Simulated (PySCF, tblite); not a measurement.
Isomers of C5H11N2Si (doublet state), one GFN2-xTB conformer each. Single-point energies are computed at B3LYP/pcH-1 (PySCF, gas phase, no added dispersion term), electronic only. GFN2-xTB treats the open shell by occupation alone, and not every SCF solution was tested for stability.

| SMILES | GFN2-xTB relative energy (kJ/mol) |
| --- | --- |
| [CH2]C#CC[Si](C)(N)N | 228.1 |
| C=C[C@@H]1C[N][Si@@H](C)N1 | 122.5 |
| CC[SiH2]N1C=C[N]C1 | 0.0 |

Conformers: `[CH2:1][C:2]#[C:3][CH2:4][Si:5]([CH3:6])([NH2:7])[NH2:8]` (doublet state) with C3–C4–Si5–C6 67°, C4–Si5–N7–H 175° and 38°, C4–Si5–N8–H 62° and -160°; `[CH2:1]=[CH:2][C@@H:3]1[CH2:4][N:5][Si@@H:6]([CH3:7])[NH:8]1` (doublet state) with C1–C2–C3–C4 -118°, C2–C3–C4–N5 -98°, C3–C4–N5–Si6 -10°, C4–N5–Si6–C7 -120°, N5–Si6–N8–C3 19°; `[CH3:1][CH2:2][SiH2:3][N:4]1[CH:5]=[CH:6][N:7][CH2:8]1` (doublet state) with C1–C2–Si3–N4 177°, C2–Si3–N4–C5 6°.

Q: What does B3LYP/pcH-1 give for the same structures?

A: 
| SMILES | B3LYP/pcH-1 E (Eh) | B3LYP/pcH-1 (kJ/mol) | GFN2-xTB (kJ/mol) | point group |
| --- | --- | --- | --- | --- |
| [CH2]C#CC[Si](C)(N)N | -596.17672 | 0.0 | 228.1 | C1 |
| CC[SiH2]N1C=C[N]C1 | -596.15737 | 50.8 | 0.0 | near Cs |
| C=C[C@@H]1C[N][Si@@H](C)N1 | -596.14348 | 87.3 | 122.5 | C1 |

GFN2-xTB puts CC[SiH2]N1C=C[N]C1 lowest instead; measured from each level's own lowest isomer, the values differ by up to 228.1 kJ/mol ([CH2]C#CC[Si](C)(N)N: 228.1 against 0.0). 

Q: What happens when harmonic zero-point energies from GFN2-xTB frequencies are added?

A: 
```json
{"SMILES": "[CH2]C#CC[Si](C)(N)N", "ZPE (kJ/mol)": "387.7", "electronic (kJ/mol)": "0.0", "with ZPE (kJ/mol)": "0.0"}
{"SMILES": "CC[SiH2]N1C=C[N]C1", "ZPE (kJ/mol)": "394.6", "electronic (kJ/mol)": "50.8", "with ZPE (kJ/mol)": "57.7"}
{"SMILES": "C=C[C@@H]1C[N][Si@@H](C)N1", "ZPE (kJ/mol)": "395.5", "electronic (kJ/mol)": "87.3", "with ZPE (kJ/mol)": "95.0"}
```

The zero-point energies span 7.8 kJ/mol. The order is unchanged.
